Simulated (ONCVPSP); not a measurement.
## Si, ONCV: configuration errors across variants

```
Element                 : Si
Generator               : ONCVPSP 4.0.1
Type                    : optimised norm-conserving Vanderbilt (ONCV)
Functional              : PBEsol
Relativity              : scalar-relativistic
Frozen core             : [Ne]
Valence charge          : 4
Reference configuration : 3s2 3p2
Partial waves           : 3s: rc 1.40 bohr, ncon 4, nbas 8, qcut 5.1 1/bohr, 2 projectors, debl 1.5 Ha; 3p: rc 2.25 bohr, ncon 3, nbas 8, qcut 3 1/bohr, 2 projectors, debl 3.7 Ha
Local potential         : polynomial inside 1.25 bohr (lpopt 5, dvloc0 4 Ha)
Core correction         : Teter function, fcfact 5, rcfact 1.2
```

All-electron excitation energies from the reference (eV): (1) 3s2 3p1 7.713; (2) 3s2 3p0 23.676; (3) 3s1 3p0 57.576; (4) 3s1 3p3 6.793.

A true bound ghost makes a file unfit for plane-wave use even where its test errors are small: the radial tests pick states by their node count and pass the ghost by.

Errors AE − PS in meV (a dash: test not solved or not reliable):

| change | (1) | (2) | (3) | (4) | bound ghosts | GHOST(+) flags above zero |
| --- | --- | --- | --- | --- | --- | --- |
| base | -0.6 | -5.0 | -2.1 | -0.4 | s | none |
| s: debl 0.85 | -0.5 | -5.0 | -1.9 | -0.4 | s | none |
| s: debl 1.25 | -0.5 | -5.0 | -2.0 | -0.4 | s | none |
| s: debl 1.85 | -0.6 | -5.1 | -2.3 | -0.4 | s | none |
| s: debl 3.05 | -0.6 | -5.5 | -3.5 | -0.4 | s | none |
| s: debl 4.95 | -0.2 | -1.8 | +7.6 | -0.2 | none | s |

Q: Give the same row for: s: debl 0.45.

A: -0.5, -5.0, -2.0, -0.4; bound ghosts: s; GHOST(+) flags above zero: none.
